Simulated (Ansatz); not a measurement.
A geometry relaxed with PBE0-D3(BJ)/def2-SVP (Ansatz, an electronic-structure program), charge 0, multiplicity 1:

```xyz
21

C      1.9932    -0.1503    -0.0497
H      4.4559     0.7016    -0.9951
Si     3.8568    -0.2970    -0.0573
H      1.3475    -2.2869     0.0377
H     -0.8394     2.7338    -0.0871
C     -1.1523     1.6849    -0.0408
H      1.6711     2.0613    -0.1277
H     -3.1565     2.3566    -0.0157
C     -1.3890    -1.4887     0.0798
C     -0.1137     0.7570    -0.0314
C     -3.2117     0.2443     0.0624
C     -2.7179    -1.0608     0.0972
C     -2.5284     1.4615     0.0014
H     -3.4716    -1.8517     0.1441
C      1.0860    -1.2284     0.0107
C     -0.2257    -0.7277     0.0251
H     -4.3033     0.3271     0.0863
H     -1.2354    -2.5730     0.1146
H      4.2534    -1.6735    -0.4826
H      4.4250    -0.0440     1.3042
C      1.2561     1.0539    -0.0761
```

Question: Write the SMILES of this molecule.

Answer: `[SiH3]c1cc2cccccc-2c1`
